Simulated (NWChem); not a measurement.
Program: NWChem. System: C₂H₆GeO, charge 0, spin multiplicity 1, at a geometry optimised with B3LYP/def2-SVP. The structure started from a generated list of species. Level: MP2/def2-TZVP, 12 core orbitals frozen.

The NWChem input:

```
start mol
memory heap 200 mb stack 800 mb global 1000 mb
geometry units angstroms nocenter noautoz
  Ge    -0.793080     0.133986     0.000000
  C      0.443746     1.740536     0.000000
  H     -0.157172     2.664365     0.000000
  H      1.095978     1.753324    -0.891331
  H      1.095978     1.753324     0.891331
  O      0.402607    -1.210230     0.000000
  C      1.807860    -1.237505     0.000000
  H      2.267970    -0.233097     0.000000
  H      2.172666    -1.780902     0.890513
  H      2.172666    -1.780902    -0.890513
  symmetry group Cs
end
basis spherical
  * library def2-tzvp
end
scf
  rhf
  nopen 0
  maxiter 100
  thresh 1e-7
  semidirect memsize 60000000 filesize 0
end
mp2
  freeze core 12
end
task mp2 energy
```

NWChem printed:

```
             Northwest Computational Chemistry Package (NWChem) 7.3.0
             --------------------------------------------------------

                                NWChem Input Module
                                -------------------

 Scaling coordinates for geometry "geometry" by  1.889725989
 (inverse scale =  0.529177249)

 Turning off AUTOSYM since
 SYMMETRY directive was detected!

                             Geometry "geometry" -> ""
                             -------------------------

 Output coordinates in angstroms (scale by  1.889725989 to convert to a.u.)

  No.       Tag          Charge          X              Y              Z
 ---- ---------------- ---------- -------------- -------------- --------------
    1 Ge                  32.0000    -0.79308000     0.13398600     0.00000000
    2 C                    6.0000     0.44374600     1.74053600     0.00000000
    3 H                    1.0000    -0.15717200     2.66436500     0.00000000
    4 H                    1.0000     1.09597800     1.75332400    -0.89133100
    5 H                    1.0000     1.09597800     1.75332400     0.89133100
    6 O                    8.0000     0.40260700    -1.21023000     0.00000000
    7 C                    6.0000     1.80786000    -1.23750500     0.00000000
    8 H                    1.0000     2.26797000    -0.23309700     0.00000000
    9 H                    1.0000     2.17266600    -1.78090200     0.89051300
   10 H                    1.0000     2.17266600    -1.78090200    -0.89051300

 Effective nuclear repulsion energy (a.u.)     262.2469999227

            Nuclear Dipole moment (a.u.)
            ----------------------------
        X                 Y               Z
 ---------------- ---------------- ----------------
     0.0000340151     0.0000188973     0.0000000000

      Symmetry information
      --------------------

 Group name             Cs
 Group number              2
 Group order               2
 No. of unique centers     8

      Symmetry unique atoms

     1    2    3    4    6    7    8    9


 Summary of "ao basis" -> "" (spherical)
 ------------------------------------------------------------------------------
       Tag                 Description            Shells   Functions and Types
 ---------------- ------------------------------  ------  ---------------------
 *                         def2-tzvp                  on all atoms

 Summary of "ao basis" -> "ao basis" (spherical)
 ------------------------------------------------------------------------------
       Tag                 Description            Shells   Functions and Types
 ---------------- ------------------------------  ------  ---------------------
 Ge                        def2-tzvp                16       48   6s5p4d1f
 C                         def2-tzvp                11       31   5s3p2d1f
 H                         def2-tzvp                 4        6   3s1p
 O                         def2-tzvp                11       31   5s3p2d1f

                                 NWChem SCF Module
                                 -----------------

  ao basis        = "ao basis"
  functions       =   177
  atoms           =    10
  closed shells   =    29
  open shells     =     0
  charge          =   0.00
  wavefunction    = RHF
  use symmetry    = T
  symmetry adapt  = T

 Summary of "ao basis" -> "ao basis" (spherical)
 ------------------------------------------------------------------------------
       Tag                 Description            Shells   Functions and Types
 ---------------- ------------------------------  ------  ---------------------
 Ge                        def2-tzvp                16       48   6s5p4d1f
 C                         def2-tzvp                11       31   5s3p2d1f
 H                         def2-tzvp                 4        6   3s1p
 O                         def2-tzvp                11       31   5s3p2d1f

      Symmetry analysis of basis
      --------------------------

        a'        117
        a"         60

 Forming initial guess at       0.1s

      Superposition of Atomic Density Guess
      -------------------------------------

 Sum of atomic energies:       -2228.43188120

      Non-variational initial energy
      ------------------------------

 Total energy =   -2230.009103
 1-e energy   =   -3624.273929
 2-e energy   =    1132.017827
 HOMO         =      -0.239936
 LUMO         =      -0.043616

      Symmetry analysis of molecular orbitals - initial
      -------------------------------------------------

  Numbering of irreducible representations:

     1 a'          2 a"

  Orbital symmetries:

     1 a'          2 a'          3 a'          4 a'          5 a"
     6 a'          7 a'          8 a'          9 a'         10 a'
    11 a'         12 a"         13 a'         14 a'         15 a'
    16 a"         17 a"         18 a'         19 a'         20 a'
    21 a'         22 a'         23 a"         24 a'         25 a"
    26 a'         27 a"         28 a'         29 a'         30 a"
    31 a'         32 a'         33 a'         34 a'         35 a"
    36 a'         37 a'         38 a"         39 a'

 Starting SCF solution at       8.0s

 ----------------------------------------------
         Quadratically convergent ROHF

 Convergence threshold     :          1.000E-07
 Maximum no. of iterations :          100
 Final Fock-matrix accuracy:          1.000E-09
 ----------------------------------------------

              iter       energy          gnorm     gmax       time
             ----- ------------------- --------- --------- --------
[...]
    31 a'         32 a'         33 a'         34 a"         35 a'
    36 a'         37 a'         38 a"         39 a'

             Final eigenvalues
             -----------------

              1
    1 -405.2363
    2  -52.1417
    3  -46.2297
    4  -46.2280
    5  -46.2273
    6  -20.5400
    7  -11.2700
    8  -11.2112
    9   -7.1855
   10   -5.1625
   11   -5.1573
   12   -5.1538
   13   -1.6400
   14   -1.6360
   15   -1.6308
   16   -1.6302
   17   -1.6244
   18   -1.3178
   19   -0.9326
   20   -0.9093
   21   -0.6754
   22   -0.6091
   23   -0.6070
   24   -0.5547
   25   -0.5487
   26   -0.5240
   27   -0.4377
   28   -0.4372
   29   -0.3271
   30    0.0453
   31    0.1292
   32    0.1507
   33    0.1810
   34    0.2111
   35    0.2117
   36    0.2325
   37    0.2342
   38    0.2360
   39    0.2730

                       ROHF Final Molecular Orbital Analysis
                       -------------------------------------

 Vector   27  Occ=2.000000D+00  E=-4.376899D-01  Symmetry=a'
              MO Center=  6.5D-01, -6.2D-01, -1.2D-14, r^2= 3.0D+00
   Bfn.  Coefficient  Atom+Function         Bfn.  Coefficient  Atom+Function
  ----- ------------  ---------------      ----- ------------  ---------------
   104      0.345138   6 O  py              107      0.315868   6 O  py
   110      0.234513   6 O  py              161     -0.158067   8 H  s

 Vector   28  Occ=2.000000D+00  E=-4.371676D-01  Symmetry=a"
              MO Center=  9.4D-01, -1.3D+00, -5.4D-14, r^2= 1.9D+00
   Bfn.  Coefficient  Atom+Function         Bfn.  Coefficient  Atom+Function
  ----- ------------  ---------------      ----- ------------  ---------------
   105      0.363015   6 O  pz              108      0.337099   6 O  pz
   111      0.259573   6 O  pz              136     -0.171825   7 C  pz
   167     -0.160412   9 H  s               173      0.160412  10 H  s
   139     -0.150445   7 C  pz

 Vector   29  Occ=2.000000D+00  E=-3.270833D-01  Symmetry=a'
              MO Center= -8.4D-01,  4.0D-01, -1.0D-14, r^2= 3.0D+00
   Bfn.  Coefficient  Atom+Function         Bfn.  Coefficient  Atom+Function
  ----- ------------  ---------------      ----- ------------  ---------------
     6      0.396467   1 Ge s                19     -0.338398   1 Ge px
     5      0.318429   1 Ge s                16     -0.319484   1 Ge px
     4     -0.161386   1 Ge s                58      0.161833   2 C  py
    55      0.157010   2 C  py

 Vector   30  Occ=0.000000D+00  E= 4.533860D-02  Symmetry=a"
              MO Center= -8.4D-01,  1.9D-01, -8.2D-14, r^2= 3.4D+00
   Bfn.  Coefficient  Atom+Function         Bfn.  Coefficient  Atom+Function
  ----- ------------  ---------------      ----- ------------  ---------------
    21      0.840929   1 Ge pz               18      0.317698   1 Ge pz
   111     -0.192823   6 O  pz               12     -0.166970   1 Ge pz

 Vector   31  Occ=0.000000D+00  E= 1.292422D-01  Symmetry=a'
              MO Center=  5.2D-01,  1.1D+00,  3.2D-14, r^2= 8.6D+00
   Bfn.  Coefficient  Atom+Function         Bfn.  Coefficient  Atom+Function
  ----- ------------  ---------------      ----- ------------  ---------------
    53      5.322124   2 C  s                88     -1.703724   4 H  s
    94     -1.703724   5 H  s                 6     -1.528694   1 Ge s
   133      1.507719   7 C  s                20     -1.314871   1 Ge py
    82     -1.215879   3 H  s               162     -0.773806   8 H  s
    19     -0.706653   1 Ge px              168     -0.642342   9 H  s

 Vector   32  Occ=0.000000D+00  E= 1.507463D-01  Symmetry=a'
              MO Center=  5.6D-03, -3.4D-01, -1.6D-14, r^2= 7.4D+00
   Bfn.  Coefficient  Atom+Function         Bfn.  Coefficient  Atom+Function
  ----- ------------  ---------------      ----- ------------  ---------------
   133      2.760349   7 C  s                20      1.317059   1 Ge py
   168     -1.210072   9 H  s               174     -1.210072  10 H  s
   102      1.158501   6 O  s               162     -0.969370   8 H  s
    19     -0.831771   1 Ge px               60      0.799783   2 C  px
     6     -0.725028   1 Ge s                88     -0.670511   4 H  s

 center of mass
 --------------
 x =  -0.25914849 y =  -0.01609813 z =   0.00000000

 moments of inertia (a.u.)
 ------------------
         365.942107834544         136.585904175851           0.000000000000
         136.585904175851         388.387243325216           0.000000000000
           0.000000000000           0.000000000000         731.475876287074

  Mulliken analysis of the total density
  --------------------------------------

    Atom       Charge   Shell Charges
 -----------   ------   -------------------------------------------------------
    1 Ge  32    31.45   2.00  2.00  1.17  0.78  0.95  0.85  5.98  4.41  1.58  0.92  0.58  8.93  1.09  0.07  0.10  0.05
    2 C    6     6.58   0.85  1.12  0.47  0.72  0.09  1.23  1.53  0.53  0.01  0.03  0.00
    3 H    1     0.87   0.26  0.49  0.10  0.02
    4 H    1     0.87   0.26  0.48  0.11  0.02
    5 H    1     0.87   0.26  0.48  0.11  0.02
    6 O    8     8.57   0.79  1.18  0.55  0.96  0.29  1.84  2.09  0.83  0.00  0.02  0.00
    7 C    6     6.07   0.85  1.12  0.48  0.65  0.08  1.20  1.28  0.27  0.03  0.10  0.01
    8 H    1     0.91   0.27  0.49  0.13  0.02
    9 H    1     0.90   0.27  0.50  0.11  0.02
   10 H    1     0.90   0.27  0.50  0.11  0.02

       Multipole analysis of the density wrt the origin
       ------------------------------------------------

     L   x y z        total         open         nuclear
     -   - - -        -----         ----         -------
     0   0 0 0      0.000000      0.000000     58.000000

     1   1 0 0      0.412973      0.000000      0.000034
     1   0 1 0      0.528199      0.000000      0.000019
     1   0 0 1      0.000000      0.000000      0.000000

     2   2 0 0    -28.167559      0.000000    211.504351
     2   1 1 0     -1.559881      0.000000    -74.743982
     2   1 0 1     -0.000000      0.000000      0.000000
     2   0 2 0    -29.712568      0.000000    211.770254
     2   0 1 1      0.000000      0.000000      0.000000
     2   0 0 2    -25.747609      0.000000     11.338017

                   NWChem MP2 Semi-direct Energy/Gradient Module
                   ---------------------------------------------

  Basis functions       =    177
  Molecular orbitals    =    177
  Frozen core           =     12
  Frozen virtuals       =      0
  Active alpha occupied =     17
  Active beta occupied  =     17
  Active alpha virtual  =    148
  Active beta virtual   =    148
  Use MO symmetry       = T
  Use skeleton AO sym   = T

  AO/Fock/Back tols     =   1.0D-09  1.0D-09  1.0D-09

 GA uses MA = F    GA memory limited = T

 Available:
  local mem=  1.15D+08
 global mem=  1.31D+08
 local disk=  0.00D+00
  mp2_memr nvloc                   148
  nvloc new                   148
   1 passes of  17:        5242880                     189660                 129575737.
   1 passes of  17: M    114675438           G      131009342           F     109432558.
  mp2_memr nvloc                   148
  nvloc new                   148
   2 passes of   9:        5242880                     130484                  68624128.
   2 passes of   9: M    114675438           G      131009342           F     109432558.

 Semi-direct pass number   1 of   2  for RHF alpha+beta  at       45.3s
  vrange nnbf                 15141
  mp2_eaftype                   261  avail_ma_in_mb                   999
 EAF : mp2_eaftype filesize         261   34312064.
  mp2_eaf for mointskh                    261
Node 0 wrote    161.3 Mb in      0.1 s     Agg I/O rate:  1975.1 Mb/s
 Done moints_semi at       77.1s
  mp2_eaftype                   261  avail_ma_in_mb                   738
 EAF : mp2_eaftype filesize         261   34312064.
  mp2_eaf for kh                   261
 Done maket at       77.9s
 Semi-direct pass number   2 of   2  for RHF alpha+beta  at       77.9s
  vrange nnbf                 15141
  mp2_eaftype                   261  avail_ma_in_mb                   738
 EAF : mp2_eaftype filesize         261   34312064.
  mp2_eaf for mointskh                    261
Node 0 wrote    143.4 Mb in      0.1 s     Agg I/O rate:  2099.7 Mb/s
 Done moints_semi at      110.2s
  mp2_eaftype                   261  avail_ma_in_mb                   738
 EAF : mp2_eaftype filesize         261   34312064.
  mp2_eaf for kh                   261
 Done maket at      110.9s
 Done multipass loop at      110.9s

          -------------------------------------------
          SCF energy               -2229.511181945303
          Correlation energy          -0.810854382859
          Singlet pairs               -0.502147532293
          Triplet pairs               -0.308706850566
          Total MP2 energy         -2230.322036328162
          -------------------------------------------

          ---------------------------------------------------
                    Spin Component Scaled (SCS) MP2
          Same spin pairs                     -0.205804567044
          Same spin scaling factor             0.333333333333
          Opposite spin pairs                 -0.605049815815
          Opposite spin scaling fact.          1.200000000000
          SCS-MP2 correlation energy          -0.794661301326
          Total SCS-MP2 energy             -2230.305843246629
          ---------------------------------------------------

 -----------------------
 Performance information
 -----------------------

 Timer overhead =  2.39D-07 seconds/call

               Nr. of calls         CPU time (s)                 Wall time (s)                GFlops
             ---------------    -------------------     ------------------------------   -------------------
Name         Min   Avg   Max    Min     Avg     Max     Min     Avg     Max   Mx/calls   Min     Max     Sum
mp2: moin     2     2     2    64.     64.     64.      64.     64.     64.     32.      0.0     0.0     0.0
mp2: make     2     2     2    1.7     1.7     1.7      1.7     1.7     1.7    0.83      0.0     0.0     0.0
mp2: tota     1     1     1    66.     66.     66.      66.     66.     66.     66.      0.0     0.0     0.0

 The average no. of pstat calls per process was 5.00D+00
 with a timing overhead of 1.19D-06s

 Task  times  cpu:      110.9s     wall:      110.9s

 Total times  cpu:      110.9s     wall:      110.9s
```
